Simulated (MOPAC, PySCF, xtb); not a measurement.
Ligands exchanged one at a time, Ge C2H5-I. All species are isolated molecules in the gas phase. One relaxed conformer stands for each flexible species; it need not be the lowest. Strings in code marks are SMILES.

Quantity: redistribution energy (mixed species minus the weighted end members), in kcal/mol. Semi-empirical values (MOPAC) are differences of heats of formation.

Level 1: B3LYP/LANL2DZ // B3LYP-D3(BJ)/def2-SVP (PySCF)
Level 2: GFN2-xTB (xtb)
Level 3: PM3 // B3LYP-D3(BJ)/def2-SVP (MOPAC)
Level 4: PM7 // B3LYP-D3(BJ)/def2-SVP (MOPAC)

| species | level 1 | level 2 | level 3 | level 4 |
|---|---|---|---|---|
| 2 of 4 C2H5 replaced by I: `[I][Ge]([CH2]C)([I])[CH2]C` (C–C–Ge–I torsion 58°, I–Ge–C–C torsion -59°) | -13.1 | -11.0 | 5.36 | … |
| 3 of 4 C2H5 replaced by I: `[I][Ge]([CH2]C)([I])[I]` (C–C–Ge–I torsion 180°) | -9.51 | -7.86 | 3.32 | -5.68 |
| 1 of 4 C2H5 replaced by I: `C[CH2][Ge]([I])([CH2]C)[CH2]C` | -10.2 | -8.58 | … | … |

Problem. Some entries are withheld; supply them.

Solution. 
- 2 of 4 C2H5 replaced by I: `[I][Ge]([CH2]C)([I])[CH2]C` (C–C–Ge–I torsion 58°, I–Ge–C–C torsion -59°), level 4: -8.09
- 1 of 4 C2H5 replaced by I: `C[CH2][Ge]([I])([CH2]C)[CH2]C`, level 3: 1.43
- 1 of 4 C2H5 replaced by I: `C[CH2][Ge]([I])([CH2]C)[CH2]C`, level 4: -6.64
